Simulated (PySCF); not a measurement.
# Spin states and ions at one geometry of [BiH]2+

PySCF 2.14.0, RKS B3LYP, Bi def2-SVP with ECP60, H def2-SVP; non-relativistic Hamiltonian with scalar-relativistic core potentials where named; density fitting; no spin-orbit coupling; singlets restricted, open shells unrestricted. The geometry is relaxed for charge +2, singlet, vacuum:

```xyz
2

Bi    0.0000    0.0000    0.0974
H     0.0000    0.0000    1.9230
```

Energies count from the relaxed state; an electron taken off or put on is at rest in vacuum. Charges and spins are Mulliken's.

Order these states by energy, lowest first.
A. charge +1, doublet, vacuum
B. charge +2, triplet, vacuum
C. charge +2, singlet, vacuum
D. charge +3, doublet, vacuum

A (-15.58 eV), C (0.00 eV), B (2.29 eV), D (25.55 eV).

How do charge and spin on the first atom follow?


```
                     state  spin squared  charge on Bi1 (e)  spin on Bi1 (e)  dipole about the centre of mass (D)
charge +2, singlet, vacuum          0.00               1.84             0.00                                 0.79
charge +2, triplet, vacuum          2.00               1.66             1.43                                 2.06
charge +3, doublet, vacuum          0.75               2.58             0.49                                 2.77
charge +1, doublet, vacuum          0.75               0.97             1.04                                 0.02
```

With an electron taken off (doublet) the charges change, summed by element, by Bi +0.74 e, H +0.26 e. The vertical ionisation energy is 25.55 eV, against −ε(HOMO) = 22.40 eV of the relaxed state. The level lies 3.2 eV too high, as is usual for semilocal functionals and global hybrids, which keep a self-interaction error.

With an electron put on (doublet) the charges change, summed by element, by Bi -0.87 e, H -0.13 e. The vertical electron affinity is 15.58 eV, against −ε(LUMO) = 18.52 eV of the relaxed state.

Open shells may have lower solutions than those found.
